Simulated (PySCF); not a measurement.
## How methods differ on the ionisation energy of Eu³⁰⁺

Eu³⁰⁺ [Ar] 3d10 4s2 4p3 [4p1/2^2 4p3/2^1, M_J = 3/2] → Eu³¹⁺ [Ar] 3d10 4s2 4p2 [4p1/2^2, M_J = 0], as a difference of total energies. All numbers are calculated (PySCF 2.14, the two-component X2C-1e Hamiltonian, in an even-tempered Gaussian basis (17 s from 2.8 bohr⁻², ratio 2.8; 13 p from 3.6 bohr⁻², ratio 2.8; 8 d from 6.4 bohr⁻², ratio 2.8; 4 f from 17 bohr⁻², ratio 3)). Correlated levels: [Ne] frozen; the 74 highest virtual spinors dropped. "Screened" scales the spin-orbit matrix elements by Boettger's factors to mimic the two-electron term; Breit and QED terms are absent.

```csv
method,ionisation energy (eV)
GHF (spin-free),1180.4
GMP2 (spin-free),1181.3
GHF (screened spin-orbit),1162.7
GMP2 (screened spin-orbit),1163.6
```

Breit and QED terms and the two-electron picture change are absent.

The spin-free rows relax to the high-spin LS determinant and lack the spin-orbit shift.

The labels give the starting determinants; with spin-orbit coupling the two ends relaxed to ⟨J²⟩ = 3.75, ⟨L²⟩ = 2.33, ⟨S²⟩ = 1.64 and ⟨J²⟩ = 0.00, ⟨L²⟩ = 1.36, ⟨S²⟩ = 1.36.

For comparison: 1167 ± 4 eV (theoretical estimate listed by NIST; NIST Atomic Spectra Database, ionization energies).
